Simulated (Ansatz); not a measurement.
Program: Ansatz 0.2.0.

A structure relaxed at PBE0-D4/def2-TZVP, charge 0, multiplicity 1:

Cartesian coordinates in Å:
```
F -2.518 0.738 0.896
C -1.194 0.764 0.531
N -0.300 0.305 1.523
Si -0.227 -0.806 0.169
Al 1.537 -0.592 -1.491
H -0.990 1.711 0.032
H 0.393 0.932 1.903
H -0.892 -2.095 0.488
H 1.897 -1.757 -2.505
H 2.296 0.801 -1.547
```

**Question.** Give its formula and SMILES.

**Answer.** CH5AlFNSi, `F[C@H]1N[Si@@H]1[AlH2]`.

**Question.** Summarise the bond lengths by kind.

**Answer.** 1 × C–F 1.374 Å; 1 × C–N 1.412 Å; 1 × C–Si 1.879 Å; 1 × C–H 1.090 Å; 1 × N–Si 1.754 Å; 1 × H–N 1.008 Å; 1 × Al–Si 2.432 Å; 1 × H–Si 1.485 Å; 2 × Al–H 1.586 to 1.588 Å.
